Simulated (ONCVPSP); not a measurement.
# Tc (Z = 43): excitation energies, all-electron against ONCV

```
Element                 : Tc (Z = 43)
Generator               : ONCVPSP 4.0.1
Type                    : optimised norm-conserving Vanderbilt (ONCV)
Functional              : BLYP
Relativity              : scalar-relativistic
Frozen core             : [Ar] 3d10
Valence charge          : 15
Reference configuration : 4s2 4p6 4d5 5s1 (charge +1)
Partial waves           : 4s+5s: rc 1.65 bohr, ncon 5, nbas 10, qcut 5.6 1/bohr, 2 projectors; 4p: rc 1.95 bohr, ncon 3, nbas 7, qcut 7.4 1/bohr, 2 projectors, debl 0.5 Ha; 4d: rc 2.00 bohr, ncon 4, nbas 8, qcut 6.2 1/bohr, 2 projectors, debl 3.3 Ha
Local potential         : polynomial inside 1.10 bohr (lpopt 3, dvloc0 6 Ha)
Core correction         : Teter function, fcfact 4.25, rcfact 1.7
```

In the p channel the program set the typed energies aside and used -1.939, 0.250 Ha.

Energies are relative to the spin-unpolarised reference configuration 4s2 4p6 4d5 5s1; without spin polarisation the order of configurations can differ from experiment.

```csv
valence configuration,charge,ΔE all-electron (eV),error AE − PS (meV)
4s2 4p6 4d5 5s0,+2,14.970,-4.6
4s2 4p6 4d4 5s0,+3,43.580,+2.0
```

(1) What are ΔE and the potential's error for 4s2 4p6 4d5 5s2?

(2) What are ΔE and the potential's error for 4s2 4p6 4d3 5s0?

Levels in the configuration 4s2 4p6 4d5 5s2:

```
level  all-electron (eV)  pseudo (eV)
   4s            -73.208      -73.178
   4p            -45.147      -45.136
   4d             -6.489       -6.490
   5s             -4.956       -4.955
```

## Answers

(1) ΔE = -8.123 eV all-electron; the error (AE − PS) is +0.4 meV.

(2) ΔE = 85.493 eV all-electron; the error (AE − PS) is +47 meV.
